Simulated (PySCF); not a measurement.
## Radial density of Nd(40+) (neodymium, charge +40)

UHF, [Ar] 3d2, high-spin 3F determinant. Computed with PySCF 2.14 in an uncontracted even-tempered set (18 s from 7.7 bohr⁻², ratio 2.5; 12 p from 10 bohr⁻², ratio 2.5; 7 d from 10 bohr⁻², ratio 2.5; 4 f from 35 bohr⁻², ratio 2.7; 3 g from 52 bohr⁻², ratio 2.7), with scalar relativity by spin-free X2C-1e.

```csv
r (bohr),4πr²ρ (e/bohr),4πr²(ρα − ρβ)
0.0206,76.93,0.0056
0.0347,69.94,0.0877
0.0584,95.14,0.8125
0.0982,76.48,4.3356
0.165,46.05,9.9283
0.278,39.72,5.6815
0.467,2.637,0.3080
0.786,0.005040,0.0008
```

Densities and radii are taken from the X2C orbitals without a picture-change correction, which distorts them close to the nucleus.

Spin-orbit coupling is strong in this species (close to jj coupling), so the high-spin LS determinant is a model state, not a physical level.
